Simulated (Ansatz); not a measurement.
ClTl, triplet, geometry from GFN2-xTB (such geometries of metal compounds can be far from the true shape) (a higher spin typed on purpose: for a closed-shell molecule this is an excited state) (core potentials on Tl). Base run: B3LYP/def2-SV(P) (Ansatz, an electronic-structure program).

Ansatz was given this input:
Ansatz 0.2 input:
```yaml
crystal:
  periodic: [false, false, false]
  atoms:
    - {symbol: Tl, position_ang: [-0.00000000, -0.00000000, -0.52953298]}
    - {symbol: Cl, position_ang: [0.00000000, 0.00000000, 2.52306893]}
basis:
  gaussian:
    orbitals: def2-SV_P_.json
hamiltonian:
  xc: b3lyp
magnetization: {spin_polarized: true, initial_magnetization: 2}
```
The basis file holds def2-SV(P) in the JSON format of the Basis Set Exchange.

Each row names what was changed in the base input (with any setting that the change needs).

| change | basis functions | E (Eh) | core-seconds (rough) |
|---|---|---|---|
| base | 44 | -632.57321 | 8 |
| basis = def2-SVP | 44 | -632.57321 | 8 |
| basis = def2-SVPD | 59 | -632.58175 | 9 |
| basis = def2-TZVP | 87 | -632.73664 | 9 |
| basis = def2-TZVPP | 92 | -632.73667 | 10 |
| basis = def2-TZVPD | 102 | -632.73729 | 20 |
| basis = def2-QZVP | 152 | -632.75224 | 20 |
| basis = def2-QZVPP | 152 | -632.75224 | 30 |

Totals compare only among sets that treat the same electrons; sets with core potentials leave the core out.
